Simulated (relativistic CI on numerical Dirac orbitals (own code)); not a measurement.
## Calculated levels, Gd LXIV

Calculated at this level of theory: Dirac equation for one electron, model QED (radiative potential, 1s self-energy scaled to tabulated hydrogen-like ionisation energies) (own radial code, finite nucleus).

Configurations in the expansion: 1s, 2s, 2p, 3s, 3p, 3d, 4s, 4p, 4d, 4f, 5s, 5p, 5d, 5f, 5g, 6s, 6p, 6d. Levels of other configurations are missing.

The lowest level is 1s ²S1/2, with 100 % of that term; Hund's rules for 1s give ²S with J = 1/2, in agreement.

```csv
No.,Configuration,Term,J,E (Ry),%,Landé g,Lifetime (s)
1,1s,²S,1/2,0.00,100,1.848,
2,2p,²P°,1/2,3238.21,100,0.627,9.27e-17
3,2s,²S,1/2,3239.21,100,1.963,
4,2p,²P°,3/2,3303.04,100,1.305,1.00e-16
5,3p,²P°,1/2,3858.36,100,0.649,3.20e-16
6,3s,²S,1/2,3858.66,100,1.985,6.15e-15
7,3d,²D,3/2,3877.61,100,0.786,8.26e-16
8,3p,²P°,3/2,3877.65,100,1.321,3.24e-16
9,3d,²D,5/2,3883.35,100,1.188,8.99e-16
10,4p,²P°,1/2,4072.67,100,0.656,7.64e-16
11,4s,²S,1/2,4072.80,100,1.993,9.12e-15
12,4d,²D,3/2,4080.75,100,0.792,1.89e-15
13,4p,²P°,3/2,4080.77,100,1.327,7.52e-16
14,4f,²F°,5/2,4083.18,100,0.850,4.14e-15
15,4d,²D,5/2,4083.19,100,1.193,2.07e-15
16,4f,²F°,7/2,4084.37,100,1.136,4.25e-15
17,5p,²P°,1/2,4170.72,100,0.660,1.49e-15
18,5s,²S,1/2,4170.78,100,1.996,1.45e-14
19,5d,²D,3/2,4174.83,100,0.795,3.61e-15
20,5p,²P°,3/2,4174.84,100,1.329,1.45e-15
21,5f,²F°,5/2,4176.07,100,0.852,7.93e-15
22,5d,²D,5/2,4176.08,100,1.196,3.96e-15
23,5g,²G,7/2,4176.68,100,0.884,1.37e-14
24,5f,²F°,7/2,4176.68,100,1.139,8.16e-15
25,5g,²G,9/2,4177.04,100,1.107,1.39e-14
26,6p,²P°,1/2,4223.50,100,0.662,2.58e-15
27,6s,²S,1/2,4223.54,100,1.998,2.24e-14
28,6d,²D,3/2,4225.87,100,0.796,6.15e-15
29,6p,²P°,3/2,4225.88,100,1.331,2.49e-15
30,6d,²D,5/2,4226.59,100,1.197,6.75e-15
```

Energies count from the lowest computed level; ° marks odd parity; lifetimes are radiative, by E1, M1, E2, M2 decay to levels of this space only; some are left blank where a channel outside the calculation adds to the decay or the decay crosses a small, uncertain gap.
